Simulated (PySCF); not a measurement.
# Atomic charges against the basis set

Compound: isopropyl acetate, C5H10O2.
SMILES with atom numbers: `[CH3:1][C:2](=[O:3])[O:4][CH:5]([CH3:6])[CH3:7]` (hydrogens: H8, H9, H10 on C1; H11 on C5; H12, H13, H14 on C6; H15, H16, H17 on C7)

PBE0 throughout (PySCF), one geometry, spherical d and f functions. Isolated species at its PBE0-D3(BJ)/def2-SVP geometry (one conformer only). Atoms taken as equivalent share a column and are averaged. The first 7 of 9 kinds of atom are listed.

Mulliken charges (e):

| basis | functions | C1 | C2 | O3 | O4 | C5 | C6/C7 | H8/H9/H10 |
| --- | --- | --- | --- | --- | --- | --- | --- | --- |
| STO-3G | 45 | -0.260 | +0.238 | -0.246 | -0.201 | +0.043 | -0.238 | +0.097 |
| pcSseg-0 | 83 | -0.654 | +0.617 | -0.495 | -0.630 | -0.122 | -0.597 | +0.261 |
| 6-31G | 83 | -0.541 | +0.518 | -0.424 | -0.503 | +0.038 | -0.482 | +0.204 |
| 6-31G* | 118 | -0.620 | +0.602 | -0.454 | -0.466 | +0.086 | -0.537 | +0.210 |
| cc-pVDZ | 148 | -0.050 | +0.155 | -0.264 | -0.276 | -0.032 | -0.041 | +0.072 |
| def2-SVP | 148 | -0.043 | +0.162 | -0.261 | -0.338 | +0.017 | -0.046 | +0.070 |
| pcSseg-1 | 169 | -0.247 | +0.382 | -0.416 | -0.466 | -0.074 | -0.234 | +0.143 |
| 6-311+G(2d,p) | 249 | -0.613 | +0.605 | -0.448 | -0.200 | -0.019 | -0.468 | +0.172 |
| aug-cc-pVDZ | 251 | +0.298 | +0.513 | -0.569 | -0.588 | +0.291 | +0.547 | -0.054 |
| def2-TZVP | 277 | -0.370 | +0.303 | -0.344 | -0.229 | +0.076 | -0.363 | +0.142 |

IAO charges (e):

```
        basis  functions      C1      C2      O3      O4      C5   C6/C7  H8/H9/H10
       STO-3G         45  -0.442  +0.264  -0.257  -0.189  +0.003  -0.401     +0.150
     pcSseg-0         83  -0.481  +0.470  -0.436  -0.332  +0.064  -0.430     +0.173
        6-31G         83  -0.483  +0.471  -0.441  -0.336  +0.071  -0.439     +0.176
       6-31G*        118  -0.472  +0.526  -0.465  -0.355  +0.096  -0.421     +0.167
      cc-pVDZ        148  -0.472  +0.523  -0.459  -0.353  +0.099  -0.421     +0.166
     def2-SVP        148  -0.462  +0.520  -0.460  -0.351  +0.099  -0.410     +0.163
     pcSseg-1        169  -0.468  +0.526  -0.471  -0.358  +0.094  -0.419     +0.167
6-311+G(2d,p)        249  -0.481  +0.536  -0.481  -0.360  +0.095  -0.433     +0.172
  aug-cc-pVDZ        251  -0.479  +0.535  -0.480  -0.359  +0.096  -0.431     +0.171
    def2-TZVP        277  -0.483  +0.540  -0.480  -0.362  +0.097  -0.433     +0.172
```

Hirshfeld charges (e):

| basis | functions | C1 | C2 | O3 | O4 | C5 | C6/C7 | H8/H9/H10 |
| --- | --- | --- | --- | --- | --- | --- | --- | --- |
| STO-3G | 45 | -0.046 | +0.159 | -0.211 | -0.123 | +0.093 | -0.044 | +0.026 |
| pcSseg-0 | 83 | -0.109 | +0.213 | -0.257 | -0.107 | +0.065 | -0.110 | +0.052 |
| 6-31G | 83 | -0.101 | +0.211 | -0.271 | -0.127 | +0.065 | -0.105 | +0.054 |
| 6-31G* | 118 | -0.100 | +0.208 | -0.272 | -0.115 | +0.062 | -0.106 | +0.053 |
| cc-pVDZ | 148 | -0.117 | +0.207 | -0.254 | -0.090 | +0.053 | -0.118 | +0.053 |
| def2-SVP | 148 | -0.121 | +0.217 | -0.261 | -0.095 | +0.055 | -0.121 | +0.054 |
| pcSseg-1 | 169 | -0.121 | +0.216 | -0.261 | -0.098 | +0.051 | -0.122 | +0.055 |
| 6-311+G(2d,p) | 249 | -0.119 | +0.205 | -0.263 | -0.106 | +0.042 | -0.121 | +0.058 |
| aug-cc-pVDZ | 251 | -0.128 | +0.210 | -0.259 | -0.102 | +0.042 | -0.129 | +0.059 |
| def2-TZVP | 277 | -0.123 | +0.210 | -0.262 | -0.102 | +0.044 | -0.125 | +0.058 |

ESP-fitted charges (e):

```
        basis  functions      C1      C2      O3      O4      C5   C6/C7  H8/H9/H10
       STO-3G         45  -0.615  +0.677  -0.412  -0.379  +0.514  -0.623     +0.159
     pcSseg-0         83  -0.790  +0.991  -0.620  -0.585  +0.709  -0.757     +0.213
        6-31G         83  -0.679  +0.945  -0.612  -0.590  +0.627  -0.639     +0.187
       6-31G*        118  -0.653  +0.786  -0.534  -0.464  +0.614  -0.637     +0.184
      cc-pVDZ        148  -0.598  +0.756  -0.520  -0.446  +0.574  -0.573     +0.169
     def2-SVP        148  -0.616  +0.814  -0.548  -0.481  +0.588  -0.575     +0.171
     pcSseg-1        169  -0.641  +0.849  -0.576  -0.514  +0.650  -0.628     +0.179
6-311+G(2d,p)        249  -0.683  +0.822  -0.568  -0.492  +0.679  -0.699     +0.193
  aug-cc-pVDZ        251  -0.665  +0.829  -0.572  -0.489  +0.661  -0.679     +0.187
    def2-TZVP        277  -0.678  +0.820  -0.565  -0.483  +0.681  -0.689     +0.190
```

Some averages cover members that differ in this geometry, most widely: C6/C7, Mulliken in 6-311+G(2d,p) -0.512 to -0.423; C6/C7, Mulliken in aug-cc-pVDZ +0.513 to +0.581; C6/C7, ESP-fitted in 6-311+G(2d,p) -0.730 to -0.669; C6/C7, ESP-fitted in def2-TZVP -0.718 to -0.660 e.

**Question.** Which scheme is steadiest as the basis changes?

**Answer.** Largest range over the bases for any column: Hirshfeld 0.08 e, IAO 0.28 e, ESP-fitted 0.31 e, Mulliken 1.14 e. Hirshfeld charges move least and Mulliken charges most, counted in e. Without the minimal STO-3G basis the ranges are Hirshfeld 0.04, IAO 0.07, ESP-fitted 0.23, Mulliken 1.14 e.

**Question.** How much do the charges still move between the two largest bases, aug-cc-pVDZ and def2-TZVP?

**Answer.** At most, over all atoms: Mulliken 0.918 e, IAO 0.005 e, Hirshfeld 0.005 e, ESP-fitted 0.020 e.

**Question.** What do the same runs give for the total energy, the frontier levels and the dipole moment?

**Answer.** 
```tsv
basis	energy (Eh)	HOMO (eV)	LUMO (eV)	μ (D)
STO-3G	-342.2144	-4.14	3.98	1.40
pcSseg-0	-345.8135	-7.91	0.40	1.87
6-31G	-346.5123	-7.70	0.51	1.89
6-31G*	-346.6196	-7.54	0.79	1.88
cc-pVDZ	-346.6455	-7.58	0.72	1.82
def2-SVP	-346.3730	-7.72	0.60	1.86
pcSseg-1	-346.5892	-7.86	0.46	1.95
6-311+G(2d,p)	-346.7301	-7.89	0.27	1.98
aug-cc-pVDZ	-346.6693	-7.85	-0.10	1.97
def2-TZVP	-346.7586	-7.85	0.44	1.96
```

The dipole is fixed by the density alone, so its range of 0.58 D shows that the density itself changes with the basis, not only its division among atoms.
